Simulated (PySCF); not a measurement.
Isomers of C7H13P, from PBE0-D3(BJ)/def2-SVP geometry optimisation, gas phase (PySCF 2.14.0). One conformer each, no zero-point energy, no frequencies.

Question: Which is lowest in electronic energy at this level?
A. `[CH3:1][CH:2]([CH3:3])[C:4]1=[CH:5][CH2:6][CH2:7][PH:8]1` with C1–C2–C4–C5 -3°, C4–C5–C6–C7 -19°, C5–C6–C7–P8 25°, C6–C7–P8–C4 -21°, C2–C4–P8–C7 -169°: A = 2896, B = 1229, C = 940.7 MHz, dipole 1.31 D
B. `[CH3:1][C:2]#[C:3][P:4]([CH3:5])[CH:6]([CH3:7])[CH3:8]` with C3–P4–C6–C7 171°: A = 2574, B = 962.1, C = 760.8 MHz, dipole 1.56 D
C. `CC#CPC(C)(C)C`: A = 3079, B = 880.1, C = 814.4 MHz, dipole 1.59 D

Answer: A. That is `CC(C)C1=CCCP1`, 29.1 kcal/mol below the next.

```csv
SMILES,mapped SMILES,E (Eh),relative (kcal/mol),relative (kJ/mol),dipole (D)
CC(C)C1=CCCP1,[CH3:1][CH:2]([CH3:3])[C:4]1=[CH:5][CH2:6][CH2:7][PH:8]1,-615.16423,0.0,0.0,1.31
CC#CP(C)C(C)C,[CH3:1][C:2]#[C:3][P:4]([CH3:5])[CH:6]([CH3:7])[CH3:8],-615.11787,29.1,121.7,1.56
CC#CPC(C)(C)C,[CH3:1][C:2]#[C:3][PH:4][C:5]([CH3:6])([CH3:7])[CH3:8],-615.11373,31.7,132.6,1.59
```

As drawn, the lowest has a C=C bond outside aromatic rings, which the highest lacks; the highest has a C≡C bond, which the lowest lacks.
